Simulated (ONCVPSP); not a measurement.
**Which change was made? (Co, ONCV)**

| Quantity | Value |
| --- | --- |
| Element | cobalt |
| Generator | ONCVPSP 4.0.1 |
| Type | optimised norm-conserving Vanderbilt (ONCV) |
| Functional | PW91 |
| Relativity | scalar-relativistic |
| Frozen core | [Ne] |
| Valence charge | 17 |
| Reference configuration | 3s2 3p6 3d7 4s1 (charge +1) |
| Partial waves | 3s+4s: rc 1.45 bohr, ncon 4, nbas 8, qcut 10.8 1/bohr, 3 projectors, debl 3.3 Ha; 3p: rc 0.85 bohr, ncon 4, nbas 8, qcut 11.4 1/bohr, 2 projectors, debl 3.5 Ha; 3d: rc 1.70 bohr, ncon 4, nbas 9, qcut 9.7 1/bohr, 2 projectors, debl 1.2 Ha |
| Local potential | polynomial inside 0.60 bohr (lpopt 5, dvloc0 2 Ha) |
| Core correction | Teter function, fcfact 3, rcfact 1.65 |

Cutoffs, loose and tight: the cutoffs (Ha) at which the residual kinetic energy of the hardest occupied pseudo-wave falls to 1 and 0.1 mHa per electron. They do not see the model core or the augmentation charge, which bear on the density cutoff. Test errors are all-electron minus pseudo excitation energies from the reference, over the configurations 3s2 3p6 3d7 4s2; 3s2 3p6 3d7 4s0; 3s2 3p6 3d6 4s0; 3s2 3p6 3d6 4s2 4p1; variants that change the core or the reference have their own tests.

The base gives: outcome: generated; cutoff, loose: 48 Ha; cutoff, tight: 116 Ha; bound ghosts: none; GHOST(+) flags above zero: s; largest test error (meV): +139.

Q: After one change the result is: outcome: generated; cutoff, loose: 48 Ha; cutoff, tight: 116 Ha; bound ghosts: none; GHOST(+) flags above zero: s; largest test error (meV): +359. Which change was it?
A. d: rc 1.3
B. d: rc 1.94
C. d: rc 2.18
D. d: rc 2.5

A: D. The others give: d: rc 1.3 → outcome: generated; cutoff, loose: 48 Ha; cutoff, tight: 160 Ha; bound ghosts: none; GHOST(+) flags above zero: s; largest test error (meV): +54 | d: rc 1.94 → outcome: generated; cutoff, loose: 48 Ha; cutoff, tight: 116 Ha; bound ghosts: none; GHOST(+) flags above zero: s; largest test error (meV): +209 | d: rc 2.18 → outcome: generated; cutoff, loose: 48 Ha; cutoff, tight: 116 Ha; bound ghosts: none; GHOST(+) flags above zero: s; largest test error (meV): +286.
